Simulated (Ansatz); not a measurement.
`O[SiH2]OP`. Charge 0, multiplicity 1. The structure was optimised at the PBE0-D4/def2-TZVP level. It is one conformer, not always the lowest.

```xyz
9

O     0.381   -1.938    0.462
Si   -0.434   -0.929   -0.537
O     0.218    0.583   -0.580
P     0.288    1.639    0.681
H     0.185   -1.902    1.399
H    -1.849   -0.818   -0.095
H    -0.290   -1.468   -1.901
H    -0.155    2.811    0.005
H     1.654    2.022    0.565
```

Question: What is the dipole moment at B3LYP/def2-TZVPP? (Estimate.)

Answer: Computed: 1.32 D, with components (-0.51, 0.49, 1.11) D in this frame, pointing from negative to positive charge.

Question: And with PBE, r2SCAN, ωB97M-V? (Best estimate.)

Answer: Computed: PBE 1.16 D, r2SCAN 1.18 D, ωB97M-V 1.36 D.

Question: Give the Mulliken charges with B3LYP, r2SCAN, PBE in def2-TZVPP. (An estimate is asked.)

Answer: Ansatz gave: 
```tsv
atom	B3LYP	r2SCAN	PBE
O1	-0.39	-0.41	-0.35
Si2	0.60	0.63	0.51
O3	-0.41	-0.41	-0.33
P4	0.14	0.16	0.08
H5	0.19	0.21	0.19
H6	-0.10	-0.10	-0.10
H7	-0.07	-0.08	-0.07
H8	0.02	0.01	0.03
H9	0.03	0.01	0.03
```

B3LYP here is the variant with VWN-RPA as its local correlation; programs differ in this.
